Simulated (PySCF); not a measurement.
## Exercise with solution: oscillator strength and radiative lifetime

AlClFI, SMILES [F][Al]([Cl])[I].

The structure is a stationary point at B3LYP-D3(BJ)/def2-SVP. The def2 effective core potentials stand for the cores of I; spin–orbit coupling is left out.

TDDFT-B3LYP/def2-SVPD (PySCF) puts the first singlet state with f over 0.02 at 5.19 eV (vertical), with the transition dipole (0.000, 0.000, -0.419) in atomic units.

### Question
Find the oscillator strength, the wavelength and the radiative lifetime that this transition would have in vacuum if emission retraced absorption.

### Answer

|μ|² = 0.1756 au, so |μ| = 1.06 D. ΔE = 5.19/27.211 = 0.1907 hartree. f = (2/3) ΔE |μ|² = 0.022 (the program prints 0.022).
λ = 1239.84/5.19 = 239 nm; ν = 41860 cm⁻¹.
Einstein's coefficient A = 0.6670 ν² f s⁻¹ (ν in cm⁻¹) = 2.6e7 s⁻¹, so τ = 1/A = 38 ns. This state is S2; the lower singlet has f = 0.015. The figure is the radiative limit of this one transition; relaxation, internal conversion, crossing to triplets and a medium change what is measured.
